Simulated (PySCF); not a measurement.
# Krypton: highly charged ions in a basis for the neutral atom

Kr²²⁺ [Ne] 3s2 3p2, Kr²³⁺ [Ne] 3s2 3p1. Calculation: PySCF 2.14, in aug-cc-pVDZ-PP with ECP10MDF (5s4p3d, 32 functions); a scalar-relativistic core potential. No spin-orbit coupling, so a gap to NIST mixes the basis error with missing relativistic terms.

Changed run: basis of the neutral atom used for a highly charged ion. This setting is unsound on purpose.

```csv
species,method,sound run (hartree),changed run (hartree),converged
Kr²²⁺,UHF,not run,-157.32041,yes
Kr²²⁺,PBE0,not run,-157.44115,yes
Kr²²⁺,M06-L,not run,-157.60987,yes
Kr²³⁺,UHF,not run,-121.48155,yes
Kr²³⁺,PBE0,not run,-121.58384,yes
Kr²³⁺,M06-L,not run,-121.68127,yes
```

Ionisation energy of Kr²²⁺:

```
method  changed run (eV)  NIST (eV)
   UHF            975.23  999 ± 2.4
  PBE0            975.73  999 ± 2.4
 M06-L            977.67  999 ± 2.4
```

The contracted functions were made for the neutral atom and can be too rigid for a highly charged ion.
